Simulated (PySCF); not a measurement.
# Computed vibrations of [Dy(NH2)4]−

[Dy(NH2)4]− (singlet in the valence; each metal's 4f electrons, 9 of them, lie in its core potential, out of spins and levels). PySCF 2.14.0, RKS PBE, Dy lcecp-1-SVP with ECP55, N def2-SVP, H def2-SVP; non-relativistic Hamiltonian with scalar-relativistic core potentials where named; density fitting; no spin-orbit coupling. Central differences of gradients.

```xyz
13

Dy    0.0000    0.0000    0.0000
N     1.0889    1.4057    1.4057
H     1.5028    1.1637    2.3180
H     1.5028    2.3180    1.1637
N    -1.0889   -1.4057    1.4057
H    -1.5028   -1.1637    2.3180
H    -1.5028   -2.3180    1.1637
N     1.0889   -1.4057   -1.4057
H     1.5028   -2.3180   -1.1637
H     1.5028   -1.1637   -2.3180
N    -1.0889    1.4057   -1.4057
H    -1.5028    2.3180   -1.1637
H    -1.5028    1.1637   -2.3180
```

Run from Python with OMP_NUM_THREADS=2. Where DIIS fails, smearing, a level shift and second-order steps follow.
It took 95 s on 2 threads of Arm Neoverse V1 (shared host).

What are the harmonic wavenumbers and infrared intensities?

Modes are labelled in D2d; negative numbers are unstable modes, those under 60 cm⁻¹ near the noise; a finer grid moves soft modes by up to 10 cm⁻¹.
| cm⁻¹ | km/mol | symmetry |
| --- | --- | --- |
| -107 | – | a2 |
| 85 | 10.1 | e |
| 85 | 10.1 | e |
| 90 | 0.0 | b2 |
| 90 | 0.0 | b1 |
| 99 | 0.0 | a1 |
| 129 | 11.7 | e |
| 129 | 11.7 | e |
| 236 | 0.0 | b1 |
| 263 | 0.0 | a2 |
| 299 | 114.2 | e |
| 299 | 114.2 | e |
| 331 | 197.0 | b2 |
| 332 | 53.1 | e |
| 332 | 53.1 | e |
| 337 | 0.0 | a1 |
| 354 | 0.0 | b1 |
| 443 | 157.1 | e |
| 443 | 157.1 | e |
| 447 | 104.0 | b2 |
| 471 | 0.0 | a1 |
| 1463 | 19.9 | b2 |
| 1463 | 2.6 | e |
| 1463 | 2.6 | e |
| 1469 | 0.0 | a1 |
| 3389 | 16.8 | e |
| 3389 | 16.8 | e |
| 3389 | 15.8 | b2 |
| 3391 | 0.0 | a1 |
| 3474 | 0.0 | a2 |
| 3474 | 13.8 | e |
| 3474 | 13.8 | e |
| 3474 | 0.0 | b1 |

Is this a minimum?

No: 1 unstable; the lowest moves the atoms so:
```
Dy   0.00  0.00  0.00
N    0.00  0.00  0.00
H    0.32 -0.04 -0.15
H   -0.32  0.15  0.04
N    0.00  0.00  0.00
H    0.32 -0.04  0.15
H   -0.32  0.15 -0.04
N    0.00  0.00  0.00
H   -0.32 -0.15 -0.04
H    0.32  0.04  0.15
N    0.00  0.00  0.00
H   -0.32 -0.15  0.04
H    0.32  0.04 -0.15
```

An lcecp potential fixes the number of 4f electrons, so in runs with it no electron can move into or out of that shell.
